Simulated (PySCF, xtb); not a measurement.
Ga(Br)(Me)(OH) (CH4BrGaO), SMILES [CH3][Ga]([OH])[Br].

GFN2-xTB (xtb) at its own geometry gives an orbital gap of 4.21 eV and a dipole moment of 4.92 D.

The structure is a stationary point at B3LYP-D3(BJ)/def2-SVP. The structure was generated by enumeration; whether it is a known compound was not checked. Other conformers were not sampled.

Question: What does HF/def2-TZVP in PySCF give? (Estimate from the structure and the level; the computed values follow.)

Answer: gap 13.31 eV (levels -11.19 and 2.12 eV), dipole 1.27 D.
